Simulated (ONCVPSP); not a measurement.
**u(r) = r·R(r): atom against pseudo-atom (Mg (Z = 12))**

Columns: radius, all-electron u(r) and pseudo u(r) of the 2p shell (level -46.66 eV) of magnesium in the configuration [He] 2s2 2p6 3s2; PBE, non-relativistic, ONCV scheme, ONCVPSP 4.0.1.

| r (bohr) | all-electron | pseudo |
| --- | --- | --- |
| 0.070 | 0.1732 | 0.0601 |
| 0.140 | 0.4739 | 0.2269 |
| 0.210 | 0.7465 | 0.4647 |
| 0.280 | 0.9472 | 0.7255 |
| 0.350 | 1.0740 | 0.9613 |
| 0.420 | 1.1371 | 1.1356 |
| 0.490 | 1.1511 | 1.2303 |
| 0.560 | 1.1304 | 1.2479 |
| 0.630 | 1.0859 | 1.2034 |
| 0.700 | 1.0267 | 1.1202 |
| 0.770 | 0.9590 | 1.0203 |
| 0.840 | 0.8875 | 0.9201 |
| 0.910 | 0.8154 | 0.8284 |
| 0.980 | 0.7447 | 0.7479 |
| 1.050 | 0.6768 | 0.6771 |
| 1.120 | 0.6128 | 0.6128 |
| 1.190 | 0.5530 | 0.5530 |
| 1.260 | 0.4977 | 0.4977 |
| 1.330 | 0.4469 | 0.4469 |
| 1.400 | 0.4005 | 0.4005 |
| 1.470 | 0.3582 | 0.3582 |
| 1.540 | 0.3199 | 0.3199 |
| 1.610 | 0.2854 | 0.2854 |
| 1.680 | 0.2542 | 0.2542 |
| 1.750 | 0.2263 | 0.2263 |
| 1.820 | 0.2013 | 0.2013 |

(1) How many radial nodes do the two functions have?

(2) At about which radius was the pseudo-wave matched?

(3) Where does each function peak?

(4) Is the pseudo-wave norm-conserving?

Results:

(1) The all-electron 2p function has n − l − 1 = 0; the pseudo-wave has 0.

(2) 1.10 bohr, where the columns begin to agree (steps of 0.07 bohr).

(3) Outermost all-electron maximum near 0.49 bohr, pseudo maximum near 0.56 bohr (to the table’s step).

(4) Yes: the ONCV scheme keeps the norm inside the radius equal to the all-electron one, which fixes the energy derivative of the logarithmic derivative at the level.
